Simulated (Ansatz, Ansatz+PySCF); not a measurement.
```yaml
atoms:
  - { symbol: Be, position_ang: [0.0000, 0.0000, 0.0000] }
  - { symbol: O, position_ang: [0.0000, 0.0000, 1.7500] }
```

Basis set: def2-SVP (spherical functions). Left uncorrelated: 1 orbital. Charge 0, multiplicity 1.

Computed with Ansatz (development build ahead of 0.2.0); each method stands on the lowest determinant of its kind that the runs found. Restricted open shells among the atoms or ions are ROHF, correlated in semicanonical orbitals with singles.

The atomization energy at this shape (free ground-state atoms in the same class of orbitals less the molecule, no zero-point energy) of singlet BeO:

| method | atomization energy |
| --- | --- |
| RHF-MP2 | 2.60 eV |
| RHF | -1.13 eV |
| UHF | 1.85 eV |

(1) What does UHF-MP2 give?

Results:

(1) 2.88 eV. Caution for UHF-MP2, RHF-MP2: bonds are stretched, where a single reference can fail. Caution for UHF-MP2, UHF: the unrestricted determinant is a mixture of spin states. Caution for RHF-MP2, RHF: an unrestricted determinant lies well below. Caution for RHF-MP2: other determinants can give a lower correlated total. Caution for RHF: the molecule lies well above its atoms at this level. Caution for UHF: a free atom is spin contaminated.
